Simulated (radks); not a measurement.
The hydrogen anion H-, [He], held by a Watson sphere: a shell of charge +1.48 at radius R that stands for the Madelung well of a crystal (potential energy -1.48/R inside, -1.48/r outside, in hartree with lengths in bohr). Calculated with a radial shooting solver on a logarithmic mesh with Libxc functionals: non-relativistic Kohn-Sham, r2SCAN, spin-unpolarised, spherical densities, point nucleus; meta-GGA in the generalised Kohn-Sham scheme.

\begin{tabular}{lrrrr}
R (bohr) & e(1s) (eV) & <r> 1s (bohr) & sum of <r^2> (bohr^2) & X-ray form factor at sin(theta)/lambda = 0.1 1/angstrom \\ \hline
2.15 & -11.808 & 1.720 & 7.692 & 1.527 \\
2.63 & -10.166 & 1.869 & 9.189 & 1.455 \\
2.64 & -10.136 & 1.872 & 9.219 & 1.454 \\
3.18 & -8.728 & 2.010 & 10.79 & 1.387 \\
\end{tabular}
